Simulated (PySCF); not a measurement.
A structure optimised at PBE0-D3(BJ)/def2-SVP, used in a PySCF frequency run:

```
Ge
H 1 1.5326
C 1 1.9297 2 116.84
H 3 1.0985 1 109.12 2 -180.00
H 3 1.0993 4 109.27 1 120.05
H 3 1.0993 4 109.27 5 119.89
Cl 1 2.1577 2 107.45 3 -122.29
Cl 1 2.1577 2 107.45 3 122.29
```
Charge 0, spin multiplicity 1.

Q: Write its SMILES, formula and point group.

A: [CH3][GeH]([Cl])[Cl], CH4Cl2Ge, Cs

Q: What are its rotational constants (standard atomic weights)?

A: 3.5418, 2.1033, 1.5085 GHz
